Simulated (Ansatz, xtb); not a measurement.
## Two structures of CH2FSi2

Structure a is `F[Si@@H]1C=[Si]1`, a doublet and structure b is a doublet given by its coordinates. Both are isolated molecules in the gas phase, relaxed with PBE0-D3(BJ)/def2-SVP.

a (Å):

```xyz
6

C    -1.1540    0.0469   -0.6922
F     1.5275    0.0756    0.6348
Si   -0.4578   -0.4423   -2.2086
Si    0.5067    0.7429   -0.4401
H     0.8873    2.1774   -0.4492
H    -2.0105    0.0325   -0.0092
```

b (Å):

```xyz
6

C     1.3382    1.1415    0.0596
F     0.0162    1.6767   -2.5695
Si    0.2265    0.7226   -1.2610
Si    2.4749   -0.1229   -0.4320
H     1.1587   -0.4935   -1.7052
H     1.3562    1.9045    0.8380
```

Close contacts (Å): C1–Si3 1.78, C1–Si4 1.77, F2–Si3 1.63, Si3–Si4 2.54, C1–H6 1.09, Si3–H5 1.60, Si4–H5 1.87.

Energies in hartree; the thermal terms are from PBE0-D3(BJ)/def2-SVP harmonic frequencies (ideal gas, rigid rotor, one conformer each, 298.15 K, 1 atm) and include the zero-point energy:

|  | a | b |
| --- | --- | --- |
| E, CCSD(T)/def2-SVP | −716.522287 | −716.515760 |
| E, MP2/def2-SVP | −716.472359 | −716.466160 |
| E, MP2/def2-TZVPP | −716.989498 | −716.982694 |
| zero-point energy | 0.026326 | 0.026411 |
| H(298 K) − E | 0.032402 | 0.032207 |
| G(298 K) − E | −0.002916 | −0.002616 |

Problem. Correct the CCSD(T) difference for the basis set by the MP2 change, then work out ΔE, ΔE₀, ΔH and ΔG for a → b in kJ/mol (1 Eh = 2625.50 kJ/mol) and the equilibrium ratio [b]/[a].

Solution. 1. Differences b − a: CCSD(T) +0.006527, MP2 in the small set +0.006199, MP2 in the large set +0.006804 Eh.
2. ΔE = +0.006527 + (+0.006804 − (+0.006199)) = +0.007132 Eh = +18.73 kJ/mol.
3. ΔE₀ = ΔE + ΔZPE = +0.007132 + (+0.000085) Eh = +18.95 kJ/mol.
4. ΔH = ΔE + (−0.000195) Eh = +18.21 kJ/mol.
5. ΔG = ΔE + (+0.000300) Eh = +19.51 kJ/mol, so ΔS = (ΔH − ΔG)/T = −4.4 J/(mol K).
6. kT = 0.9442 mEh, so K = [b]/[a] = exp(−ΔG/kT) = exp(−7.87) ≈ 3.8 × 10^−4.

Structure a is favoured at this temperature. An error of 4 kJ/mol in ΔG would change K by a factor of 5. Mirror images and further conformers aren't counted.

Other levels gave ΔE = +16.6 (PBE0-D3(BJ)/def2-SVP); +18.4 (HF/def2-SVP); +16.3 (MP2/def2-SVP); +17.1 (CCSD(T)/def2-SVP) kJ/mol. Open shells are spin-unrestricted. The correlated steps freeze 12 core orbitals. Programs: Ansatz 0.2.0.
